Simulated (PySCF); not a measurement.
**Question.** Give a GFN2-xTB geometry of `C/C=C(\C#N)C#CC#N`.

**Answer.** 
```
atom  x, y, z in Å
C1    -2.3783    0.1950   -0.3178
C2    -0.9234    0.4246   -0.4689
C3     0.0266   -0.2295    0.2264
C4    -0.2908   -1.2242    1.1904
N5    -0.5391   -2.0266    1.9686
C6     1.4049    0.0116    0.0609
C7     2.5977    0.1929   -0.0536
C8     3.9286    0.4209   -0.2100
N9     5.0532    0.6171   -0.3467
H10   -2.5916   -0.5695    0.4260
H11   -2.8708    1.1242   -0.0280
H12   -2.8054   -0.1073   -1.2750
H13   -0.6159    1.1714   -1.1901
```

Orientation and origin are arbitrary. Atoms count from 1 in this order. The 9 heavy atoms lie in one plane (0.001 Å rms). Of the pairs four or more bonds apart, C4···H10 is among the closest relative to their van der Waals radii: 2.51 Å, 87 % of the sum of Bondi's values. The 6 C–C bonds span 1.212 Å (C6≡C7, drawn triple) to 1.481 Å (C1–C2, drawn single), a spread of 0.269 Å.

Bonds between heavy atoms (Å): C1–C2 1.481, C2=C3 1.347, C3–C4 1.421, C4≡N5 1.145, C3–C6 1.409, C6≡C7 1.212, C7–C8 1.359, C8≡N9 1.150.

Structure optimised with GFN2-xTB, isolated species.

Point group: Cs (every atom within 0.08 Å of its image). No frequency check.

All values are computed, not measured.
